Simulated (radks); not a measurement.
Results of a calculation; reference values are marked as such.
Excited configurations of the barium ion Ba2+: one electron is placed in a higher orbital outside [Kr] 4d10 5s2 5p5. The ground configuration is [Xe]. Level of theory: scalar-relativistic Kohn-Sham, PBE, spin-polarised, spherical densities, point nucleus; open shells are filled with parallel spins first (spin-orbit coupling, left out, can overturn this in heavy ions) (a radial shooting solver on a logarithmic mesh with Libxc functionals). Excitation = E - E(ground); binding = E(ion) - E, where the ion is the core of charge +3; n* = 3/sqrt(2 binding) in atomic units, and the quantum defect is n - n*.

| outer orbital | excitation (eV) | binding (eV) | n* | quantum defect | eigenvalue (eV) | <r> (bohr) |
|---|---|---|---|---|---|---|
| 5f | 28.358 | 7.890 | 3.939 | 1.061 | -6.344 | 5.896 |
| 6s | 19.022 | 17.226 | 2.666 | 3.334 | -14.597 | 3.763 |
| 6p | 22.631 | 13.617 | 2.999 | 3.001 | -11.508 | 4.453 |
| 6d | 27.028 | 9.220 | 3.644 | 2.356 | -7.783 | 6.044 |
| 7p | 28.394 | 7.854 | 3.949 | 3.051 | -6.750 | 7.895 |
| 7f | 32.487 | 3.761 | 5.706 | 1.294 | -3.217 | 15.04 |

The Delta-SCF ionisation energy is 36.248 eV (NIST Atomic Spectra Database: 35.844 eV, measured). Self-interaction in the functional shifts the binding energies and quantum defects, so they are the method's values and not measured ones. Open shells are spherical and high-spin; term and fine-structure splittings are not resolved. Spin-orbit splitting is averaged out at the scalar-relativistic level.
